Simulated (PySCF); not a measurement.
A series of substituents X on one scaffold: NC-X. All species are isolated molecules in the gas phase. Strings in code marks are SMILES.

The T1 excitation (TDA) from two functionals at the same geometries (B3LYP-D3(BJ)/def2-TZVP), both in PySCF: PBE-D3(BJ)/def2-TZVP and B3LYP-D3(BJ)/def2-TZVP. B3LYP has the VWN-RPA correlation part, as in Gaussian. Excitations are Tamm–Dancoff values on a coarser integration grid. The basis has no diffuse functions, so Rydberg states are missing or too high.

```
species                      PBE-D3(BJ)/def2-TZVP (eV)  B3LYP-D3(BJ)/def2-TZVP (eV)
---------------------------  -------------------------  ---------------------------
X = formyl                                        2.89                         3.13
X = mercapto                                      4.73                         4.87
X = methylamino (`CNC#N`)                         5.38                         5.65
X = thioformyl (`C(=S)C#N`)                       1.29                         1.38
```

Over these rows, drawn at random from the members with no instability flagged (it was tested for open shells, ions and some series alone), PBE minus B3LYP-D3(BJ): mean -0.19 eV, from -0.27 eV to -0.10 eV.
